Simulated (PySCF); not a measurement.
## Frontier levels across methods

CH5FOSi.
Geometry (PBE0-D3(BJ)/def2-SVP, Å), atoms numbered from 1 in this order:
```
atom  x, y, z in Å
C1    -1.403   -0.061   -0.666
O2    -0.152    0.572   -0.690
Si3    1.226    0.007    0.003
F4     1.775   -1.287   -0.807
H5    -2.179    0.677   -0.917
H6    -1.638   -0.480    0.330
H7    -1.453   -0.879   -1.404
H8     2.234    1.087   -0.096
H9     0.965   -0.450    1.396
```

Basis pcSseg-2 throughout (PySCF), one geometry. One conformer (not necessarily the lowest) at the PBE0-D3(BJ)/def2-SVP geometry, without solvent, vibrations or thermal averaging.

**Question.** How do the orbital energies, the gap and the dipole change with the method?

**Answer.** 
```
   method                    kind  HOMO (eV)  LUMO (eV)  gap (eV)  μ (D)  SCF cycles
     BLYP                     GGA      -7.11      -0.27      6.85   1.58          14
     OPBE                     GGA      -7.16      -0.16      7.01   1.52          15
      PBE                     GGA      -7.20      -0.35      6.85   1.57          14
    B97-D                     GGA      -7.23      -0.17      7.06   1.56          14
     BP86                     GGA      -7.31      -0.32      6.99   1.57          14
      KT2                     GGA      -7.32      -0.43      6.89   1.57          15
      LDA                     LDA      -7.33      -0.57      6.75   1.63          14
      KT3                     GGA      -7.35      -0.42      6.93   1.55          15
    B97-2           global hybrid      -8.49       0.52      9.01   1.62          14
    B3LYP           global hybrid      -8.53       0.22      8.75   1.64          13
     PBE0           global hybrid      -8.76       0.48      9.25   1.64          13
 mPW1PW91           global hybrid      -8.80       0.48      9.29   1.64          13
CAM-B3LYP  range-separated hybrid     -10.24       1.24     11.48   1.69          13
BHandHLYP           global hybrid     -10.29       1.09     11.38   1.72          12
  wB97X-D  range-separated hybrid     -10.69       2.23     12.92   1.66          13
  LC-wPBE  range-separated hybrid     -11.59       2.39     13.98   1.69          12
       HF            Hartree–Fock     -12.69       2.72     15.40   1.77          10
```

The HOMO spans 5.57 eV, from BLYP down to HF, and the gap runs from 6.75 eV (LDA) to 15.40 eV (HF). Over the methods BLYP (0 %), OPBE (0 %), PBE (0 %), B97-D (0 %), BP86 (0 %), KT2 (0 %), LDA (0 %), KT3 (0 %), B97-2 (21 %), B3LYP (20 %), PBE0 (25 %), mPW1PW91 (25 %), BHandHLYP (50 %), HF (100 %), a straight line through the gap against the share of exact exchange rises by 0.86 eV for each 10 % (correlation coefficient 0.998). The dipole ranges from 1.52 D (OPBE) to 1.77 D (HF). This basis has no diffuse functions.

The vertical ΔSCF ionisation energy at CAM-B3LYP/def2-SVPD is 11.30 eV; −ε(HOMO) comes closest to it with LC-wPBE (11.59 eV).
